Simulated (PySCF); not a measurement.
Species: C5H14FNSi.
Geometry (GFN2-xTB, Å), atoms numbered from 1 in this order:
```
atom  x, y, z in Å
C1     1.560   -1.090    1.100
N2     0.574   -0.033    1.138
C3     0.206    0.589   -0.135
C4     1.411    1.101   -0.937
C5    -0.692    1.780    0.214
Si6   -0.816   -0.679   -1.159
C7    -2.089   -1.523   -0.001
F8    -3.128   -0.656    0.278
H9     1.217   -1.879    0.431
H10    1.649   -1.506    2.104
H11    2.560   -0.770    0.773
H12    0.881    0.688    1.787
H13    2.047    0.282   -1.261
H14    2.007    1.790   -0.337
H15    1.066    1.628   -1.823
H16   -1.539    1.454    0.811
H17   -0.133    2.522    0.787
H18   -1.066    2.259   -0.688
H19    0.010   -1.741   -1.750
H20   -1.533    0.012   -2.234
H21   -1.661   -1.807    0.962
H22   -2.543   -2.402   -0.462
```

Computed at PBE0/pcSseg-1 (PySCF, non-relativistic), with Q(14N) = 0.02044 b: N2, 14N (I = 1): χzz = -6.116 MHz, η = 0.094.

(1) Find the zero-field quadrupole resonance frequencies of 14N at N2.

Answers

(1) From ν± = (3/4)|χ|(1 ± η/3) and ν0 = |χ|η/2: ν+ 4.731 MHz, ν− 4.443 MHz, ν0 0.288 MHz (secondary amine nitrogen).

In a crystal, neighbours and librations shift these lines. One conformer (not necessarily the lowest) at the GFN2-xTB geometry, without solvent, vibrations or thermal averaging. GFN2-xTB bond lengths can be off by several hundredths of an ångström, more for odd bonds, and the gradients follow them. The basis is small and wasn't made for field gradients, so the couplings can be 20 % off.

The run behind these numbers computed NMR shieldings as well. On one thread of an Arm Neoverse V1, on a shared host, this took 44 s and 0.92 GiB of memory at its peak.
